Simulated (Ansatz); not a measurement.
The same path of AlClF2H2 (6 atoms, charge 0, multiplicity 1) was run twice with different band settings. Lost on the way: Cl5–H6. Made: F2–H6.

All numbers below come from Ansatz 0.2.0, RKS B3LYP-D4/def2-SVPD.

Relaxed end points:

```xyz
6
Properties=species:S:1:pos:R:3
Al 0.036 0.061 0.032
F 0.013 0.461 1.676
H 1.357 0.194 -0.785
F -1.452 0.017 -0.743
Cl 0.078 -2.434 0.885
H 0.013 -1.900 2.070
```

```xyz
6
Properties=species:S:1:pos:R:3
Al 0.062 -0.449 -0.146
F -0.012 -0.046 1.865
H 1.356 0.259 -0.645
F -1.461 0.103 -0.584
Cl 0.132 -2.534 0.447
H -0.031 -0.934 2.197
```

Common settings: movable images 5; climbing image yes; spring 5.0 eV/Å²; start path through a guess of the saddle point; force threshold 0.05 eV/Å; iteration limit 60; end points relaxed.

| run | optimiser | largest step |
| --- | --- | --- |
| 1 | quadratic models (default) | default |
| 2 | lbfgs | 0.02 Å |

Problem. What does each run give, and how far can it be trusted?

Solution. Run 1: converged after 7 iterations, highest image 0.230 eV above the first end. A vibrational analysis at the climbing image gives one clearly imaginary mode, 641i cm⁻¹: a first-order saddle point.
Run 2: converged after 30 iterations, highest image 0.230 eV above the first end. Another band between the same ends (5 images) ends at a top of the same energy, where a vibrational analysis finds 1 clearly imaginary mode.
The orbitals stay closed-shell, which can raise the energy where a bond breaks towards radicals; this wasn't checked here.
